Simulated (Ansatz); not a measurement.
Compare A (`B[SiH2]CC`) with its isomer B (`BC(C)[SiH3]`).

Calculated with Ansatz (gas phase, PBE0-D4/def2-TZVP geometries, no zero-point term in ΔE). CCSD(T)/CBS adds triple-zeta CCSD(T) − MP2 to the extrapolated MP2 energy (def2 sets, frozen cores). Functionals use def2-TZVPP. B3LYP here is the variant with VWN-RPA as its local correlation; programs differ in this. Each species was taken in one conformer, which may not be the lowest.

A:

```xyz
13

B    -1.7055    1.8692    0.6438
Si   -0.9588    0.1348   -0.0422
C     0.9139   -0.0368    0.0203
C     1.4263   -1.3915   -0.4578
H    -2.8552    2.1437    0.4551
H    -1.0595    2.6502    1.2812
H    -1.4378   -0.1226   -1.4346
H    -1.5807   -0.9264    0.8151
H     1.3501    0.7690   -0.5805
H     1.2341    0.1531    1.0507
H     1.1303   -1.5865   -1.4920
H     1.0259   -2.2056    0.1521
H     2.5169   -1.4506   -0.4113
```

B:

Z-matrix (Å, degrees):
```
C
C 1 1.528
Si 1 1.911 2 109.8
B 1 1.529 2 118.8 3 114.4
H 1 1.098 2 112.5 3 -111.1
H 2 1.093 1 111.0 3 -65.4
H 2 1.093 1 110.7 3 175.8
H 2 1.093 1 112.6 3 55.5
H 3 1.488 1 111.6 2 73.0
H 3 1.487 1 107.1 2 -45.3
H 3 1.485 1 111.4 2 -165.0
H 4 1.199 1 120.6 2 164.3
H 4 1.199 1 120.4 2 -20.8
```

(1) Which isomer does CCSD(T)/CBS put lower? Give the gap. (Best estimate.)

(2) Give E(B) − E(A) in kcal/mol with B3LYP-D4, B3LYP, r2SCAN-D4, ωB97M-V, PBE-D4, LDA (SPW92), MP2/def2-TZVPP. (Estimate.)

(3) Does the order hold for the free energy at 298.15 K (harmonic terms from PBE0-D4)? (Estimate.)

Largest T1 diagnostic: 0.011.

Answers

(1) The calculation gave: B, by 10.4 kcal/mol.

(2) The calculation gave: B3LYP-D4 -10.3, B3LYP -9.4, r2SCAN-D4 -10.8, ωB97M-V -11.5, PBE-D4 -10.2, LDA (SPW92) -12.5, MP2/def2-TZVPP -12.2. None reverses the order clearly.

(3) Computed: Yes: G(B) − G(A) = -10.6 kcal/mol, for one conformer each. Modes under 60 cm⁻¹, often nearly free rotors, make the harmonic entropy too high.

In def2-TZVPP, CCSD(T) changes the Hartree–Fock value by −2.3 kcal/mol (the triples alone add −0.6 kcal/mol) and MP2 by −4.2 kcal/mol. The D4 term adds −1.0 kcal/mol with B3LYP and −0.5 kcal/mol with PBE0; it sums over pairs of atoms, weighted by their polarisabilities, and B3LYP, whose exchange is more repulsive, gets the larger term.
